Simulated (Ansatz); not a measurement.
Consider the atomization: `C[SiH2]C(=O)[SiH3]` → 2 C• + 8 H• + O• + 2 Si•.

Gas-phase electronic energies from Ansatz, PBE0-D4/def2-TZVP geometries. CCSD(T)/CBS adds triple-zeta CCSD(T) − MP2 to the extrapolated MP2 energy (def2 sets, frozen cores). This one scheme is used for every species, atoms too. For atomizations the MP2-based limit and the directly extrapolated one differ by several kJ/mol either way, and by 10 to 25 for some Ge, Se and Sn compounds, so smaller differences from it don't rank the levels. Functionals use def2-TZVPP. No spin–orbit coupling; open shells (•) take unrestricted orbitals. Spin–orbit coupling would lower the free atoms: a little for C, O, Si. Each species was taken in one conformer, which may not be the lowest.

```
             level  ΔE (kJ/mol)
           BLYP-D4       4557.7
           ωB97M-V       4576.3
          PBE-QIDH       4514.5
CCSD(T)/def2-TZVPP       4449.7
```

What does CCSD(T)/CBS give? (An estimate is asked.)

Computed: +4565.8 kJ/mol. The listed levels differ from it by -8.1, 10.5, -51.3, -116.1 kJ/mol.

Largest T1 diagnostic among the species: 0.015.

In def2-TZVPP, CCSD(T) changes the Hartree–Fock value by +1087.6 kJ/mol (the triples alone add +62.6 kJ/mol) and MP2 by +1120.6 kJ/mol; breaking electron pairs costs correlation energy, which Hartree–Fock lacks. From BLYP to BHLYP (50 % exact exchange), in def2-TZVPP and without D4, ΔE moves by −78.4 kJ/mol: exact exchange takes away binding that semilocal exchange gives to molecules. At CCSD(T), def2-SVP lies −258.3 kJ/mol from the extrapolated value and def2-TZVPP −116.1 kJ/mol: correlation converges slowly with the basis, and small sets miss more of it in the bonded molecule than in its fragments.
